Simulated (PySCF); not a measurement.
## Be⁺ (beryllium, charge +1) across methods

[He] 2s1, 2S determinant. All numbers are calculated (PySCF 2.14, the spin-free X2C one-electron Hamiltonian (Gaussian nucleus), in x2c-TZVPPall with one added diffuse shell of s type (6s3p1d, 20 functions)).

```tsv
method	E (hartree)	mean ε 1s α (eV)	mean ε 1s β (eV)	mean ε 2s α (eV)	Σ⟨r²⟩ (bohr²)	⟨S²⟩
BLYP	-14.3325	-118.01	-117.59	-14.289	6.395	0.750
PBE	-14.3003	-117.69	-117.18	-14.460	6.460	0.750
wB97M-V	-14.3318	-126.46	-125.83	-17.132	6.577	0.750
PBE0	-14.3084	-123.55	-122.90	-15.472	6.461	0.750
r2SCANh	-14.3276	-122.07	-121.60	-14.981	6.452	0.750
LDA	-14.1167	-116.36	-115.87	-14.293	6.523	0.750
PW91	-14.3165	-117.95	-117.43	-14.496	6.467	0.750
r2SCAN	-14.3274	-119.97	-119.58	-14.609	6.452	0.750
```

(1) Estimate the same row for UHF.

## Answers

(1) E (hartree) = -14.27950; mean ε 1s α (eV) = -140.40; mean ε 1s β (eV) = -139.30; mean ε 2s α (eV) = -18.128; Σ⟨r²⟩ (bohr²) = 6.555; ⟨S²⟩ = 0.750.
